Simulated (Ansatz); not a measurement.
`[CH3][In]([OH])[GaH2]`, 10 atoms. The species carries charge 0 and has multiplicity 1. Correlated methods include outer-core shells of Ga, In, which these sets cover unevenly. Scalar relativity is left out up to krypton. In takes the def2 core potential. Hardware: A = 2 threads of an AMD EPYC 7R13 on a shared host; B = 2 threads of an AMD EPYC 7R13 on a shared host and a share of an NVIDIA H100 80 GB. Correlated methods freeze the cores. Open-shell runs search over several starts.

(1) Give the basis size and wall time and peak host memory of each of these runs in Ansatz. RKS BHLYP-D4/def2-TZVPP energy [A]; UKS B2PLYP (frozen core)/def2-TZVPP energy of the cation [A]; direct RPA on PBE orbitals/def2-TZVPP energy [A]; RKS ωB97X-V/def2-TZVPP energy [A]; RKS ωB97M-V/def2-QZVPP energy [B]; RKS PBE0-D4/def2-SVP energy [A]; UKS B3LYP-D4/def2-TZVPP energy of the cation [A]; RKS BLYP-D4/def2-TZVPP energy [A]; UKS PBE0-D4/def2-TZVPP energy of the cation [A]; UKS PBE-D4/def2-TZVPP energy of the cation [A]; UHF-CCSD(T)/def2-TZVPP energy of the cation [B]; RHF-CCSD(T)/def2-TZVPP energy [B]. (Best estimate.)

## Answers

(1) The calculation gave: Other jobs shared the machine, so times are rough.

```csv
level,job,functions,wall time,peak host memory (GiB)
RKS PBE0-D4/def2-SVP,energy [A],116,2.2 s,0.5
RKS BLYP-D4/def2-TZVPP,energy [A],244,3.4 s,0.5
RHF-CCSD(T)/def2-TZVPP,energy [B],244,3.7 s,0.84
RKS ωB97M-V/def2-QZVPP,energy [B],465,3.9 s,1.2
RKS BHLYP-D4/def2-TZVPP,energy [A],244,5.5 s,0.76
direct RPA on PBE orbitals/def2-TZVPP,energy [A],244,10 s,0.67
UKS PBE-D4/def2-TZVPP,energy of the cation [A],244,11 s,0.5
RKS ωB97X-V/def2-TZVPP,energy [A],244,12 s,0.89
UKS B3LYP-D4/def2-TZVPP,energy of the cation [A],244,13 s,0.97
UKS PBE0-D4/def2-TZVPP,energy of the cation [A],244,17 s,0.97
UHF-CCSD(T)/def2-TZVPP,energy of the cation [B],244,24 s,1.4
UKS B2PLYP (frozen core)/def2-TZVPP,energy of the cation [A],244,39 s,1.3
```

B3LYP here is the variant with VWN-RPA as its local correlation; programs differ in this.
